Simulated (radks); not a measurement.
Au2+, 77 electrons, occupied as [Xe] 4f14 5d9. All-electron calculation, scalar-relativistic Kohn-Sham, BLYP, spin-unpolarised, spherical densities, finite nucleus; Fermi nuclear charge, rms radius 5.4371 fm. Program: a radial shooting solver on a logarithmic mesh with Libxc functionals.

Local quantities along the radius. ELF = 1/(1 + alpha^2) is the electron localisation function; alpha = (tau - tau_W)/tau_unif compares the Pauli kinetic energy density with that of the uniform gas; r v_xc is r times the local exchange-correlation potential (hartree bohr); -r V(r) is the screened charge that the Kohn-Sham potential presents (atomic units). tau is taken from the large components.

r (bohr)    ELF    alpha   r v_xc  -r V(r)
0.001298  0.999  0.02454  -0.1607    78.39
0.001499  0.999  0.02585  -0.1731    78.28
0.001732  0.999  0.02749  -0.1872    78.16
0.002     0.999  0.02955  -0.2031    78.02
0.002309  0.999  0.03214  -0.2207    77.86
0.002646  0.999  0.03523  -0.2390    77.69
0.003056  0.998  0.03939  -0.2601    77.48
0.003529  0.998  0.04480  -0.2830    77.23
0.004076  0.997  0.05192  -0.3073    76.96
0.004707  0.996  0.06147  -0.3330    76.64
0.005436  0.994  0.07453  -0.3595    76.28
0.006228  0.992  0.09159  -0.3850    75.89
0.007192  0.986   0.1172  -0.4118    75.43
0.008306  0.977   0.1546  -0.4375    74.90
0.009593  0.958   0.2106  -0.4615    74.31
0.01108   0.920   0.2959  -0.4829    73.64
0.01279   0.847   0.4258  -0.5010    72.89
0.01478   0.723   0.6185  -0.5159    72.05
0.01693   0.572   0.8648  -0.5276    71.16
0.01955   0.427    1.159  -0.5393    70.11
0.02258   0.345    1.379  -0.5544    68.95
0.02608   0.340    1.393  -0.5818    67.67
0.03012   0.411    1.198  -0.6321    66.26
0.03478   0.534   0.9334  -0.7019    64.72
0.03985   0.651   0.7325  -0.7708    63.12
0.04602   0.727   0.6133  -0.8333    61.28
0.05315   0.739   0.5946  -0.8776    59.27
0.06138   0.679   0.6882  -0.9005    57.09
0.07088   0.543   0.9178  -0.9051    54.75
0.08186   0.397    1.232  -0.9036    52.25
0.09379   0.347    1.371  -0.9216    49.75
0.1083    0.422    1.171  -0.9972    47.00
0.1251    0.578   0.8553   -1.110    44.13
0.1445    0.695   0.6632   -1.196    41.15
0.1668    0.710   0.6397   -1.226    38.07
0.1927    0.594   0.8272   -1.197    34.94
0.2208    0.387    1.259   -1.139    31.93
0.2549    0.278    1.610   -1.104    28.73
0.2944    0.386    1.260   -1.204    25.61
0.34      0.598   0.8199   -1.366    22.57
0.3927    0.708   0.6419   -1.453    19.62
0.4535    0.700   0.6541   -1.450    16.87
0.5238    0.591   0.8317   -1.374    14.41
0.6001    0.427    1.159   -1.271    12.35
0.693     0.319    1.462   -1.185    10.44
0.8003    0.369    1.308   -1.171    8.791
0.9243    0.531   0.9397   -1.208    7.378
1.067     0.645   0.7420   -1.221    6.159
1.233     0.653   0.7288   -1.189    5.142
1.412     0.589   0.8359   -1.125    4.379
1.631     0.473    1.055   -1.033    3.767
1.884     0.341    1.389  -0.9270    3.324
2.176     0.219    1.887  -0.8135    3.010
2.512     0.122    2.680  -0.7011    2.788
2.902     0.056    4.087  -0.6045    2.638
3.324     0.022    6.661  -0.5395    2.551
3.839     0.006    12.61  -0.4759    2.479
4.434     0.001    27.84  -0.3523    2.353
5.121     0.000    73.48  -0.2362    2.236

On this mesh the ELF has minima near r = 0.026, 0.094, 0.25, 0.69 bohr, which separate the shells, and maxima near 0.053 (0.74), 0.17 (0.71), 0.39 (0.71), 1.2 (0.65).
